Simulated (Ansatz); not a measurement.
Ag₄Se⁻, relaxed as a doublet with UKS PBE-D4/def2-SVPD in Ansatz, starting from the GFN1-xTB geometry. Force threshold 0.02 eV/Å.

In the def2 sets Ag takes a core potential; there is no spin–orbit coupling. The highest occupied level of the charge -1 doublet lies above zero (up to 0.43 eV). The electron is either unbound and held by the finite basis, or the level is raised by self-interaction error. Another isomer (doublet) lies 0.50 eV lower at PBE0-D4/def2-TZVPD; other spin states weren't run for this one.

Start:

```xyz
5

Ag   -0.564   -1.525    0.012
Ag   -0.180    0.920   -1.329
Ag   -1.924    0.752    0.820
Ag    0.809    0.579    1.287
Se    1.859   -0.726   -0.791
```

```json
{"step": "1", "energy (eV)": "-81334.2774", "largest force component (eV/Å)": "0.397", "SCF passes": "73"}
{"step": "2", "energy (eV)": "-81334.3251", "largest force component (eV/Å)": "0.061", "SCF passes": "28"}
{"step": "3", "energy (eV)": "-81334.3275", "largest force component (eV/Å)": "0.042", "SCF passes": "27"}
{"step": "4", "energy (eV)": "-81334.3297", "largest force component (eV/Å)": "0.025", "SCF passes": "26"}
{"step": "5", "energy (eV)": "-81334.3301", "largest force component (eV/Å)": "0.013", "SCF passes": "27"}
```

Force components are those of the run's own axes.

End:

Cartesian coordinates in Å:
```
Ag -0.596 -1.577 0.018
Ag -0.096 1.019 -1.298
Ag -1.965 0.658 0.824
Ag 0.855 0.690 1.235
Se 1.802 -0.790 -0.780
```

By distances, no bond broke or formed. The bond that changes most is Ag2–Ag3, from 2.77 to 2.85 Å (atoms count from 1).

No frequencies were taken in this run, so the end may be a saddle point.

Hardware: 4 threads of Arm Neoverse N1 on a shared host. Wall time 47 s.
